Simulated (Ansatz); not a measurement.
System: sum formula YOCl (charge -1, doublet). The spin state was set by rule; other spins were not relaxed. 
Coordinates optimised at B3LYP-D3(BJ)/def2-TZVP (Ansatz, a first-principles code):
```
Y
O 1 1.8520
Cl 1 2.6217 2 117.62
```
Charge -1, spin multiplicity 2.

Parts of the frozen-core correlation energy in def2-SVPD (Ansatz, hartree). Frozen orbitals: 10; correlated occupied orbitals by spin: 9 and 8; virtual: 65 and 66. UHF or UKS for open shells. Spin-orbit coupling is left out. Past Kr the def2 sets carry scalar-relativistic core potentials.

| term | value |
|---|---|
| reference (HF) | -572.19118 |
| MP2 opposite-spin | ___ |
| MP2 same-spin | -0.12127 |
| CCSD correlation | ___ |
| (T) | ___ |
| T1 diagnostic | 0.025 |
| largest doubles amplitude | 0.032 |
| <S^2> of the reference | 0.752 |

Q: Complete the blanks.

A: 
- MP2 opposite-spin, value: -0.30211
- CCSD correlation, value: -0.42111
- (T), value: -0.01773
